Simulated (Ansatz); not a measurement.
Frontier orbitals of Al3FH5NO (`[NH2][AlH][AlH][O][AlH][F]`).

| atom | x (Å) | y (Å) | z (Å) |
| --- | --- | --- | --- |
| N1 | 1.116 | 0.949 | 1.461 |
| Al2 | 0.992 | 1.757 | -0.109 |
| Al3 | -0.440 | 0.449 | -1.827 |
| O4 | -1.067 | -1.018 | -1.219 |
| Al5 | -1.249 | -2.135 | 0.008 |
| F6 | -0.516 | -1.822 | 1.461 |
| H7 | 0.680 | 0.065 | 1.683 |
| H8 | 1.626 | 1.298 | 2.257 |
| H9 | 1.754 | 3.148 | -0.258 |
| H10 | -0.831 | 0.773 | -3.337 |
| H11 | -2.067 | -3.463 | -0.120 |

Charge 0, multiplicity 1. The geometry is a stationary point of PBE0-D4/def2-TZVP. It is one conformer, not always the lowest. Basis def2-TZVPP, the Gaussian-basis code of Ansatz.

```tsv
functional	HOMO (eV)	LUMO (eV)	gap (eV)
PBE	-5.66	-2.75	2.91
PBE0	-6.73	-2.05	4.68
B3LYP	-6.55	-2.19	4.36
HSE06 (plane-wave form)	-6.33	-2.42	3.91
CAM-B3LYP	-7.97	-1.06	6.91
ωB97M-V	-8.66	-0.38	8.28
```

Against PBE, PBE0 changes HOMO and LUMO by −1.06 and +0.70 eV, ωB97M-V by −3.00 and +2.38 eV. A gap of 2.91 eV thus becomes 8.28 eV for the same molecule, so an orbital gap means little without its functional.

B3LYP here is the variant with VWN-RPA as its local correlation; programs differ in this.
